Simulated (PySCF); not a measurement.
Al(F)(Br)(OMe) (CH3AlBrFO), SMILES C[O][Al]([F])[Br]. Heavy atoms are numbered as in [Al:1]([F:2])([Br:3])[O:4][CH3:5]. Hydrogens are named by the atom that carries them.

Geometry optimised at B3LYP-D3(BJ)/def2-SVP. The values are those of a single conformer.

Computed with PBE/pcSseg-1 (PySCF).

GIAO shieldings, no solvent; atoms alike by connectivity are averaged. δ = σ(ref) − σ: ¹⁹F against CFCl3 (σ = 133.6 ppm); ¹⁷O against H2O (σ = 334.3 ppm); ¹³C against TMS (σ = 182.0 ppm); ¹H against TMS (σ = 31.49 ppm), references at their B3LYP-D3(BJ)/def2-TZVP geometries, non-relativistic (without spin–orbit terms, shifts of atoms bonded to Cl or Br come out too high).

### Question
Estimate the chemical shifts. (The exact figures need the calculation; the answer reports its results.)

### Answer

| nucleus | atoms | count | δ (ppm) |
|---|---|---|---|
| ¹⁹F | F2 | 1 | -195.4 |
| ¹⁷O | O4 | 1 | 48.0 |
| ¹³C | C5 (CH3) | 1 | 58.7 |
| ¹H | H on C5 | 3 | 4.36 |
